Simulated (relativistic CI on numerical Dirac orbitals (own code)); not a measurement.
**Nd XLV: computed level list**

Method of calculation: Dirac-Coulomb-Breit CI, orbitals from a KLI potential per configuration, model QED (radiative potential, 1s self-energy scaled to tabulated hydrogen-like ionisation energies), unscaled Slater integrals (own radial code, finite nucleus).

CI space (outside the closed core [Ne]): 3s²3p⁴, 3s3p⁵, 3s²3p³3d, 3p⁶, 3s3p⁴3d, 3p⁵3d, 3s3p³3d², 3s²3p²3d4p, 3p⁵4s, 3s3p³3d4s, 3p⁵4p, 3s²3p³4s, 3s²3p²3d², 3s²3p3d³, 3s3p²3d³, 3s²3p3d²4s, 3p⁴3d², 3p³3d³, 3p³3d²4s, 3s²3p²3d4s, 3s3p²3d²4s, 3s²3p3d4s². Double excitations out of closed p, d and f shells are left out; levels of such configurations are missing from the list, as are those of other unlisted configurations, and high levels can miss mixing partners.

The lowest level is 3s²3p⁴ ³P2, with 70 % of that term; Hund's rules for 3s²3p⁴ give ³P with J = 2, in agreement.

```
No.  Configuration  Term  J  E (cm⁻¹)   %  Landé g  Lifetime (s)      jj configuration (%)
  1         3s²3p⁴    ³P  2         0  70    1.345                            3p3/2^2 (99)
  2         3s²3p⁴    ¹S  0    120811  60               1.07e-01              3p3/2^2 (98)
  3         3s²3p⁴    ³P  1   1016378  98    1.493      4.67e-08        3p1/2 3p3/2^3 (98)
  4         3s²3p⁴    ¹D  2   1080249  69    1.139      9.43e-08        3p1/2 3p3/2^3 (98)
  5       3s²3p³3d   ³F°  2   1441659  30    1.051      2.82e-10          3p3/2 3d3/2 (97)
  6       3s²3p³3d   ⁵D°  1   1483780  29    1.156      1.58e-10          3p3/2 3d3/2 (95)
  7       3s²3p³3d   ³P°  0   1492069  56               8.33e-08          3p3/2 3d3/2 (97)
  8       3s²3p³3d   ³F°  3   1493975  28    1.132      4.96e-08          3p3/2 3d3/2 (92)
  9       3s²3p³3d   ³F°  4   1708475  46    1.271      7.80e-06          3p3/2 3d5/2 (98)
 10       3s²3p³3d   ³P°  2   1713837  30    1.283      4.84e-11          3p3/2 3d5/2 (87)
 11       3s²3p³3d   ³D°  3   1864784  33    1.166      5.19e-12          3p3/2 3d5/2 (87)
 12       3s²3p³3d   ³D°  1   1922951  36    1.050      8.25e-12          3p3/2 3d5/2 (91)
 13          3s3p⁵   ³P°  2   2112767  75    1.451      4.48e-12           3s 3p3/2^3 (75)
 14         3s²3p⁴    ³P  0   2142828  60               1.83e-08              3p3/2^4 (97)
 15          3s3p⁵   ¹P°  1   2239271  33    1.167      3.63e-12           3s 3p3/2^3 (62)
 16       3s²3p³3d   ³F°  2   2404269  45    1.022      1.71e-10  3p1/2 3p3/2^2 3d3/2 (96)
 17       3s²3p³3d   ⁵D°  0   2408182  48               2.83e-10  3p1/2 3p3/2^2 3d3/2 (94)
 18       3s²3p³3d   ³D°  1   2414263  50    0.949      1.51e-11  3p1/2 3p3/2^2 3d3/2 (89)
 19       3s²3p³3d   ³F°  3   2453187  36    1.095      9.76e-11  3p1/2 3p3/2^2 3d3/2 (93)
 20       3s²3p³3d   ³G°  4   2515348  51    1.058      3.30e-07  3p1/2 3p3/2^2 3d3/2 (98)
 21       3s²3p³3d   ³F°  2   2588649  59    0.849      1.26e-11  3p1/2 3p3/2^2 3d3/2 (92)
 22       3s²3p³3d   ³D°  3   2636109  58    1.350      1.50e-11  3p1/2 3p3/2^2 3d5/2 (91)
 23       3s²3p³3d   ⁵D°  4   2651329  50    1.284      6.12e-08  3p1/2 3p3/2^2 3d5/2 (98)
 24       3s²3p³3d   ³D°  3   2699963  47    1.151      1.15e-12  3p1/2 3p3/2^2 3d3/2 (84)
 25       3s²3p³3d   ³D°  1   2709919  40    0.966      4.95e-12  3p1/2 3p3/2^2 3d5/2 (80)
 26       3s²3p³3d   ³P°  2   2721671  36    1.272      8.65e-13  3p1/2 3p3/2^2 3d3/2 (82)
 27       3s²3p³3d   ³P°  0   2726080  46               1.74e-10  3p1/2 3p3/2^2 3d5/2 (87)
 28       3s²3p³3d   ³F°  4   2727768  70    1.177      3.07e-07  3p1/2 3p3/2^2 3d5/2 (97)
 29       3s²3p³3d   ³P°  1   2750287  41    1.584      9.11e-13  3p1/2 3p3/2^2 3d3/2 (71)
 30       3s²3p³3d   ³G°  5   2751473  99    1.192      2.98e-07  3p1/2 3p3/2^2 3d5/2 (99)
```

Energies count from the lowest computed level; ° marks odd parity; lifetimes are radiative, by E1, M1, E2, M2, E3 decay to levels of this space only. Filled j subshells are mostly left out of the jj labels.

The mean weight of the leading LS term, summed over parents, in these 30 levels is 51 %, and that of the leading jj configuration (from the same eigenvectors) 91 %, so jj coupling describes them better and the LS labels are nominal.

At this charge energies of transitions that change n are usually good to better than 1 %, and those within a shell (Δn = 0) to a few per cent.

LS names give the leading component of a level, which can be under half, so a name can repeat, a term be missing and a line seem to break the LS rules.
